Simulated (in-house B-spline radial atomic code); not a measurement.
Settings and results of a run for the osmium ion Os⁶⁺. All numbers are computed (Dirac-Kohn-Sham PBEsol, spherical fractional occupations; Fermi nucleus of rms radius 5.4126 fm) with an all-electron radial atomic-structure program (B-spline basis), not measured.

Command:
```bash
python run_scf.py task.json out
```
Settings (nuclear radius in fm, mass in u):
```
Z                76
configuration    [Xe] 4f14 5d2
hamiltonian      dirac
method           pbesol
spin_polarised   False
nucleus          fermi
rms_radius       5.4126
atomic_mass      191.96148
speed_of_light   137.035999084
```

Output (hartree, bohr):
```
 radial grid: 67 intervals, B-splines of order 8, outer radius 21.6418 bohr

 iter        energy (Eh)    residual
    1      -17261.805989    5.86e-01
    2      -17263.281035    3.08e-01
    3      -17265.432046    7.77e-02
    4      -17265.497930    1.87e-02
    5      -17265.499639    1.27e-02
    6      -17265.503516    2.38e-03
    7      -17265.503589    2.74e-04
    8      -17265.503590    1.67e-05
    9      -17265.503590    1.67e-07

 total energy                    -17265.50359
 kinetic                           19587.6139
 electron-nucleus                 -43051.8151
 Hartree                            6531.9054
 exchange-correlation               -333.2079

 first-order corrections (not in the total)
   Gaunt                            21.1431
   retardation                      -2.2429
   frequency dependence             -0.3775
   self-energy                      15.5338
   Uehling                          -3.0057
   Wichmann-Kroll                    0.1242
   recoil                            0.0302

 orbital      occ     eigenvalue          <r>       <r^2>       <1/r>       r_max    small
 1s1/2      2.000     -2711.7192    0.0177428 0.000433846       90.38     0.01103  8.25e-02
 2s1/2      2.000      -474.4323    0.0742839  0.00658877     22.0832     0.06362  1.88e-02
 2p1/2      2.000      -454.5089     0.061314    0.004686     22.0547     0.04711  1.89e-02
 2p3/2      4.000      -398.2718    0.0695034  0.00588104     18.3114     0.05416  1.69e-02
 3s1/2      2.000      -112.6541     0.193446   0.0429292      8.1077      0.1791  6.22e-03
 3p1/2      2.000      -103.7117     0.183509   0.0392742     8.02536      0.1674  6.17e-03
 3p3/2      4.000       -91.4481      0.19863    0.045792     7.05388      0.1818  5.61e-03
 3d3/2      4.000       -76.4154     0.173446   0.0353329     6.95061      0.1421  5.50e-03
 3d5/2      6.000       -73.7575      0.17808   0.0371155     6.72423       0.146  5.34e-03
 4s1/2      2.000       -26.0799     0.431829    0.210742     3.41794      0.4054  2.07e-03
 4p1/2      2.000       -22.3232     0.435707    0.216291     3.30894      0.4043  1.98e-03
 4p3/2      4.000       -19.4388     0.469352    0.250633     2.97033      0.4345  1.77e-03
 4d3/2      4.000       -13.2616     0.482349    0.269511     2.76104      0.4294  1.57e-03
 4d5/2      6.000       -12.7270     0.493657    0.282103     2.68118      0.4389  1.51e-03
 5s1/2      2.000        -6.2289     0.989972     1.09664     1.37251      0.9098  5.07e-04
 5p1/2      2.000        -5.0373      1.06621     1.27776     1.25784      0.9648  4.36e-04
 5p3/2      4.000        -4.5491      1.14891     1.48197       1.147       1.041  3.82e-04
 4f5/2      6.000        -4.8992     0.548357    0.368588      2.2663      0.4027  1.13e-03
 4f7/2      8.000        -4.7953     0.556062    0.379145     2.23462      0.4075  1.11e-03
 5d3/2      0.800        -2.8724      1.40791     2.24732    0.915816       1.232  2.53e-04
 5d5/2      1.200        -2.8101      1.43744     2.34114    0.894478        1.26  2.44e-04
```

Run time, properties included: 1.7 s on 1 thread of Arm Neoverse V2 (shared host).

For the Dirac Hamiltonian the kinetic term is c α·p + (β - 1)c².
